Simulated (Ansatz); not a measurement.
Reaction (ligand exchange at the Si–O bond): `CB(F)O[SiH3]` + `[SiH3][AlH][SH]` → `[SiH3][AlH][S][SiH3]` + `CB(O)F`

Calculated with Ansatz (gas phase, PBE0-D4/def2-TZVP geometries, no zero-point term in ΔE). CBS: MP2 limit from def2 TZ/QZ plus the TZ coupled-cluster correction, frozen cores. DFT in def2-TZVPP. One conformer a species, not always the lowest.

```
             level  ΔE (kJ/mol)  difference from CCSD(T)/CBS
           BLYP-D4         23.5                          1.5
        r2SCAN0-D4         19.2                         -2.8
            B2PLYP         29.7                          7.7
               PBE         12.4                         -9.6
           r2SCANh         20.3                         -1.7
           r2SCAN0         20.5                         -1.5
  CCSD(T)/def2-SVP         18.9                         -3.1
SCS-MP2/def2-TZVPP         28.1                          6.1
SCS-MP2/def2-QZVPP         27.2                          5.2
    CCSD/CBS(def2)         26.3                          4.3
       CCSD(T)/CBS         22.0                            0
```

Largest T1 diagnostic among the species: 0.013.

From BLYP to BHLYP (50 % exact exchange), in def2-TZVPP and without D4, ΔE moves by +4.4 kJ/mol. Leaving LDA and LC-ωPBE aside and taking each functional with its dispersion term where it has one, the values, not all of them listed here, spread over 24.8 kJ/mol, from revPBE-D4 to CAM-B3LYP-D4.
